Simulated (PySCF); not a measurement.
Computed Raman spectrum (relative Raman activity) of a molecule C2H7AlFN. Geometry optimised at B3LYP-D3(BJ)/def2-SVP. One conformer was computed; it need not be the lowest. Computed with B3LYP-D3(BJ)/def2-SVP run with PySCF. Frequencies are harmonic and unscaled.

Lines under 2 % of the strongest are left out, and lines within 2 cm⁻¹ are merged.

| ν (cm⁻¹) | relative intensity |
|---|---|
| 566 | 6.6 |
| 1428 | 5.0 |
| 1475 | 5.8 |
| 1483 | 7.7 |
| 3013 | 100 |
| 3051 | 48 |
| 3084 | 41 |
| 3092 | 12 |
| 3575 | 59 |
| 3660 | 35 |

Question: Which structure fits?
A) C[N](C)[AlH][F]
B) C[NH][Al]([CH3])[F]
C) C[CH2][Al]([NH2])[F]

Answer: C, C[CH2][Al]([NH2])[F]
